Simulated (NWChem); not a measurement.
System: C₂H₂BrI; SMILES C=C(Br)I

Input file for NWChem:

```
start job
memory heap 200 mb stack 900 mb global 1100 mb
geometry units angstroms noautoz
  C     -2.106165     0.557550     0.000000
  C     -0.779676     0.444940     0.000000
  Br     0.349428     1.947320     0.000000
  I      0.183368    -1.421648     0.000000
  H     -2.744051    -0.328730     0.000000
  H     -2.578302     1.543348     0.000000
end
basis spherical
  * library def2-svp
end
ecp
  I library def2-ecp
end
dft
  xc b3lyp
  iterations 150
  vectors input atomic output neutral.movecs
end
task dft energy
charge 1
dft
  odft
  mult 2
  vectors input atomic output cation.movecs
end
task dft energy
```

Output (shortened):

```
             Northwest Computational Chemistry Package (NWChem) 7.3.0
             --------------------------------------------------------

 CS  symmetry detected

                             Geometry "geometry" -> ""
                             -------------------------

 Output coordinates in angstroms (scale by  1.889725989 to convert to a.u.)

  No.       Tag          Charge          X              Y              Z
 ---- ---------------- ---------- -------------- -------------- --------------
    1 C                    6.0000    -2.09998766     0.55499575     0.00000000
    2 C                    6.0000    -0.77338258     0.44376154     0.00000000
    3 Br                  35.0000     0.35416266     1.94731175     0.00000000
    4 I                   53.0000     0.19159678    -1.42182666     0.00000000
    5 H                    1.0000    -2.73695414    -0.33194534     0.00000000
    6 H                    1.0000    -2.57314680     1.54030356     0.00000000

 Effective nuclear repulsion energy (a.u.)     575.6558238486

      Symmetry information
      --------------------

 Group name             Cs
 Group number              2
 Group order               2
 No. of unique centers     6

                                 NWChem DFT Module
                                 -----------------

 Summary of "ao basis" -> "ao basis" (spherical)
 ------------------------------------------------------------------------------
       Tag                 Description            Shells   Functions and Types
 ---------------- ------------------------------  ------  ---------------------
 C                          def2-svp                 6       14   3s2p1d
 Br                         def2-svp                12       32   5s4p3d
 I                          def2-svp                10       26   4s4p2d
 H                          def2-svp                 3        5   2s1p

      Symmetry analysis of basis
      --------------------------

        a'         68
        a"         28

            General Information
            -------------------
          SCF calculation type: DFT
          Wavefunction type:  closed shell.
          No. of atoms     :     6
          No. of electrons :    74
           Alpha electrons :    37
            Beta electrons :    37
          Charge           :     0
          Spin multiplicity:     1
          Use of symmetry is: on ; symmetry adaption is: on
          Maximum number of iterations: 150
          AO basis - number of functions:    96
                     number of shells:    40
          Convergence on energy requested:  1.00D-06
          Convergence on density requested:  1.00D-05
          Convergence on gradient requested:  5.00D-04

              XC Information
              --------------
                         B3LYP Method XC Potential
                     Hartree-Fock (Exact) Exchange  0.200
                        Slater Exchange Functional  0.800 local
                    Becke 1988 Exchange Functional  0.720 non-local
              Lee-Yang-Parr Correlation Functional  0.810
                  VWN I RPA Correlation Functional  0.190 local

             Grid Information
             ----------------
          Grid used for XC integration:  medium
          Radial quadrature: Mura-Knowles
          Angular quadrature: Lebedev.
          Tag              B.-S. Rad. Rad. Pts. Rad. Cut. Ang. Pts.
          ---              ---------- --------- --------- ---------
          C                   0.70       49          10.0       434
          Br                  1.15      112          10.0       590
          I                   1.40      123          11.0       590
          H                   0.35       45          11.0       434
          Grid pruning is: on
          Number of quadrature shells:   423
          Spatial weights used:  Erf1

      Superposition of Atomic Density Guess
      -------------------------------------

 Sum of atomic energies:       -2995.46110747

      Non-variational initial energy
      ------------------------------

 Total energy =   -2946.409405
 1-e energy   =   -4883.061552
 2-e energy   =    1594.842477
 HOMO         =      -0.273599
 LUMO         =      -0.011202

      Symmetry analysis of molecular orbitals - initial
      -------------------------------------------------

  Numbering of irreducible representations:

     1 a'          2 a"

  Orbital symmetries:

     1 a'          2 a'          3 a'          4 a'          5 a"
     6 a'          7 a'          8 a'          9 a'         10 a'
    11 a'         12 a"         13 a'         14 a'         15 a"
    16 a'         17 a'         18 a"         19 a'         20 a"
    21 a'         22 a'         23 a"         24 a'         25 a"
    26 a'         27 a'         28 a'         29 a'         30 a'
    31 a'         32 a"         33 a'         34 a'         35 a"
    36 a'         37 a"         38 a'         39 a"         40 a'
    41 a'         42 a'         43 a'         44 a'         45 a'
    46 a'         47 a'

   convergence    iter        energy       DeltaE   RMS-Dens  Diis-err
 ---------------- ----- ----------------- --------- --------- ---------
 d= 0,ls=0.0,diis     1  -2948.8962231892 -3.29D+03  1.51D-02  6.96D-01
 d= 0,ls=0.0,diis     2  -2948.7071002974  1.89D-01  1.08D-02  2.23D+00
 d= 0,ls=0.0,diis     3  -2948.9803579698 -2.73D-01  1.66D-03  3.18D-02
 d= 0,ls=0.0,diis     4  -2948.9837845956 -3.43D-03  7.31D-04  5.51D-03
 d= 0,ls=0.0,diis     5  -2948.9843828104 -5.98D-04  2.76D-04  8.10D-04
  Resetting Diis
 d= 0,ls=0.0,diis     6  -2948.9845061753 -1.23D-04  3.83D-05  9.94D-06
 d= 0,ls=0.0,diis     7  -2948.9845073175 -1.14D-06  2.00D-05  5.66D-07
 d= 0,ls=0.0,diis     8  -2948.9845072849  3.26D-08  1.03D-05  8.52D-07
 d= 0,ls=0.0,diis     9  -2948.9845074011 -1.16D-07  1.92D-06  5.94D-08

         Total DFT energy =    -2948.984507401137
      One electron energy =    -4884.608994192698
           Coulomb energy =     1719.047432071409
    Exchange-Corr. energy =     -125.232614769629
 Nuclear repulsion energy =      341.809669489782

 Numeric. integr. density =       74.000003760021

                  Occupations of the irreducible representations
                  ----------------------------------------------

                     irrep           alpha         beta
                     --------     --------     --------
                     a'               27.0         27.0
                     a"               10.0         10.0

                       DFT Final Molecular Orbital Analysis
                       ------------------------------------

 Vector   35  Occ=2.000000D+00  E=-2.865253D-01  Symmetry=a"
              MO Center=  1.2D-01,  5.2D-01,  1.6D-13, r^2= 4.4D+00
   Bfn.  Coefficient  Atom+Function         Bfn.  Coefficient  Atom+Function
  ----- ------------  ---------------      ----- ------------  ---------------
    45      0.465033  3 Br pz                42      0.408156  3 Br pz
    73     -0.390169  4 I  pz                76     -0.330414  4 I  pz
    39     -0.268416  3 Br pz                70      0.157393  4 I  pz
     6     -0.132355  1 C  pz                67      0.127491  4 I  pz
    20     -0.118987  2 C  pz                 9     -0.087100  1 C  pz

 Vector   36  Occ=2.000000D+00  E=-2.678846D-01  Symmetry=a'
              MO Center=  1.7D-01, -8.0D-01, -2.2D-16, r^2= 3.7D+00
   Bfn.  Coefficient  Atom+Function         Bfn.  Coefficient  Atom+Function
  ----- ------------  ---------------      ----- ------------  ---------------
    71      0.483380  4 I  px                74      0.428719  4 I  px
    72      0.308565  4 I  py                75      0.257890  4 I  py
    44      0.235719  3 Br py                41      0.205543  3 Br py
    68     -0.194884  4 I  px                43     -0.171476  3 Br px
    65     -0.157564  4 I  px                40     -0.150298  3 Br px

 Vector   37  Occ=2.000000D+00  E=-2.533121D-01  Symmetry=a"
              MO Center= -5.2D-01, -2.5D-01,  1.1D-12, r^2= 4.2D+00
   Bfn.  Coefficient  Atom+Function         Bfn.  Coefficient  Atom+Function
  ----- ------------  ---------------      ----- ------------  ---------------
    73      0.441705  4 I  pz                76      0.409588  4 I  pz
     6     -0.328712  1 C  pz                 9     -0.243433  1 C  pz
    45      0.242053  3 Br pz                20     -0.226511  2 C  pz
    42      0.199673  3 Br pz                70     -0.177907  4 I  pz
    67     -0.143669  4 I  pz                23     -0.137211  2 C  pz

 Vector   38  Occ=0.000000D+00  E=-5.546585D-02  Symmetry=a'
              MO Center=  6.0D-02, -5.5D-01, -2.6D-15, r^2= 4.1D+00
   Bfn.  Coefficient  Atom+Function         Bfn.  Coefficient  Atom+Function
  ----- ------------  ---------------      ----- ------------  ---------------
    17      0.991249  2 C  s                 75     -0.778186  4 I  py
    64     -0.434242  4 I  s                 44      0.399406  3 Br py
    21      0.371735  2 C  px                16      0.347991  2 C  s
    74      0.342066  4 I  px                72     -0.334200  4 I  py
    18      0.271953  2 C  px                22     -0.249370  2 C  py

 Vector   39  Occ=0.000000D+00  E=-2.649204D-02  Symmetry=a"
              MO Center= -1.3D+00,  4.8D-01,  7.1D-14, r^2= 2.7D+00
   Bfn.  Coefficient  Atom+Function         Bfn.  Coefficient  Atom+Function
  ----- ------------  ---------------      ----- ------------  ---------------
     9      0.624660  1 C  pz                23     -0.624178  2 C  pz
    20     -0.453004  2 C  pz                 6      0.417602  1 C  pz
    45      0.222023  3 Br pz                76      0.193036  4 I  pz
    42      0.107536  3 Br pz                73      0.096708  4 I  pz
    83     -0.078596  4 I  d -1              39     -0.072228  3 Br pz

[...]
```

Level: B3LYP/def2-SVP with def2 effective core potentials on I, vertical spin-unrestricted ions. Geometry: optimised at PBE0/def2-SVP. Not confirmed as a minimum by frequencies. def2 effective core potentials on I; no spin-orbit coupling.
